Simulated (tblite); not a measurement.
Compound: C5H11FOS.
Atom-mapped SMILES: `[CH3:1][C@H:2]([OH:3])[CH2:4][CH2:5][S:6][CH2:7][F:8]` (hydrogens: H9, H10, H11 on C1; H12 on C2; H13 on O3; H14, H15 on C4; H16, H17 on C5; H18, H19 on C7)

Computed with GFN2-xTB (tblite), gas phase: L-BFGS steps from a force-field or distance-geometry start until the largest atomic force falls under 0.01 eV/Å.

At the end of the run (lengths in Å): O3–H13 0.963, C2–O3 1.416, C1–C2 1.528, C4–C5 1.519, C1–H10 1.089, C7–F8 1.366, C5–H16 1.090, S6–C7–F8 112.7°, O3–C2–C4 107.2°, C1–C2–O3 111.4°, C5–S6–C7 100.3°, C1–C2–C4–C5 -178°, C2–C4–C5–S6 180°, C4–C5–S6–C7 70°, H18–C7–S6–C5 160°, H16–C5–C4–C2 -59°.

**Question.** These geometries were met on the way; a selection of coordinates is given. Order them by energy above the end point, lowest first.
A. O3–H13 0.963, C2–O3 1.415, C1–C2 1.527, C4–C5 1.519, C1–H10 1.088, C7–F8 1.366, C5–H16 1.089, S6–C7–F8 113.0°, O3–C2–C4 107.3°, C1–C2–O3 111.7°, C5–S6–C7 100.8°, C1–C2–C4–C5 180°, C2–C4–C5–S6 171°, C4–C5–S6–C7 72°, H18–C7–S6–C5 168°, H16–C5–C4–C2 -67°
B. O3–H13 0.963, C2–O3 1.418, C1–C2 1.527, C4–C5 1.522, C1–H10 1.091, C7–F8 1.363, C5–H16 1.089, S6–C7–F8 112.6°, O3–C2–C4 107.9°, C1–C2–O3 110.7°, C5–S6–C7 100.3°, C1–C2–C4–C5 -179°, C2–C4–C5–S6 171°, C4–C5–S6–C7 70°, H18–C7–S6–C5 171°, H16–C5–C4–C2 -68°
C. O3–H13 0.963, C2–O3 1.424, C1–C2 1.528, C4–C5 1.528, C1–H10 1.091, C7–F8 1.363, C5–H16 1.095, S6–C7–F8 110.4°, O3–C2–C4 109.3°, C1–C2–O3 109.4°, C5–S6–C7 99.6°, C1–C2–C4–C5 180°, C2–C4–C5–S6 171°, C4–C5–S6–C7 72°, H18–C7–S6–C5 170°, H16–C5–C4–C2 -67°
D. O3–H13 0.963, C2–O3 1.410, C1–C2 1.532, C4–C5 1.519, C1–H10 1.086, C7–F8 1.367, C5–H16 1.087, S6–C7–F8 111.1°, O3–C2–C4 108.7°, C1–C2–O3 110.4°, C5–S6–C7 100.0°, C1–C2–C4–C5 -179°, C2–C4–C5–S6 171°, C4–C5–S6–C7 71°, H18–C7–S6–C5 171°, H16–C5–C4–C2 -67°
E. O3–H13 0.988, C2–O3 1.439, C1–C2 1.507, C4–C5 1.539, C1–H10 1.109, C7–F8 1.353, C5–H16 1.100, S6–C7–F8 110.5°, O3–C2–C4 108.5°, C1–C2–O3 109.5°, C5–S6–C7 99.6°, C1–C2–C4–C5 179°, C2–C4–C5–S6 170°, C4–C5–S6–C7 72°, H18–C7–S6–C5 170°, H16–C5–C4–C2 -66°

**Answer.** A (0.009 eV), B (0.016 eV), D (0.029 eV), C (0.049 eV), E (0.094 eV).

| step | E above end (eV) | rms distance from the end, all atoms (Å) | largest force (eV/Å) | rms shift of all bonds from the end (Å) |
| --- | --- | --- | --- | --- |
| 21 | 0.009 | 0.146 | 0.041 | 0.001 |
| 7 | 0.016 | 0.158 | 0.103 | 0.002 |
| 3 | 0.029 | 0.161 | 0.244 | 0.003 |
| 1 | 0.049 | 0.163 | 0.315 | 0.004 |
| 0 | 0.094 | 0.164 | 1.079 | 0.013 |

Rows stand in the order of the answer.
